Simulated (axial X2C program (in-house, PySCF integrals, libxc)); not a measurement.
## Worked dissociation energy of ScSi⁺: PBE50, without spin–orbit coupling

All values were computed with an in-house all-electron X2C program for linear molecules (integrals from PySCF). Spin-free means the one-electron spin-free X2C Hamiltonian. Basis: Sc dyall-cv3z [10s11p7d5f2g], Si dyall-v3z [8s7p2d1f] (cores contracted in-house); Gaussian nuclei, density fitting, unrestricted open shells. Masses: Sc 44.956 u, Si 27.977 u.

Molecular state: M_S = 1, Λ = 0 (beyond evenly filled blocks: π+α, π-α).

```
E(Sc+) (2M_S = 2, M_L = 0) : -763.814503 hartree
E(Si) (2M_S = 2, M_L = 0)  : -289.893267 hartree
E(ScSi⁺) at Re             : -1053.766099 hartree
ωe                         : 386.9 cm⁻¹
```

Question: Work out De and D0.

Answer: De = -763.814503 + (-289.893267) − (-1053.766099) = 0.05833 hartree = 1.587 eV. The zero-point energy is ωe/2 = 193 cm⁻¹ = 0.024 eV, so D0 = 1.563 eV.

The state is a single determinant with fixed occupations, the lowest that a limited PBE0 search found. De is counted from the lowest determinant-based energies of the atoms at the same level, without counterpoise correction. Other states lie close and PBE0, whose exact exchange favours high spin, may order them wrongly; the determinant shown need not be the ground state. The nearest other spin-free determinant of the search, M_S = 2, Λ = 0, lies 0.05 eV up at the distance of the search. Some points did not converge and are left out. The determinant is spin-polarised beyond a pure state at some levels (its spin-free form has ⟨S²⟩ too high), which makes Re and μ there less reliable.

Each atomic determinant is the lowest at this level and need not be a pure term. Totals compare only within one Hamiltonian and basis.
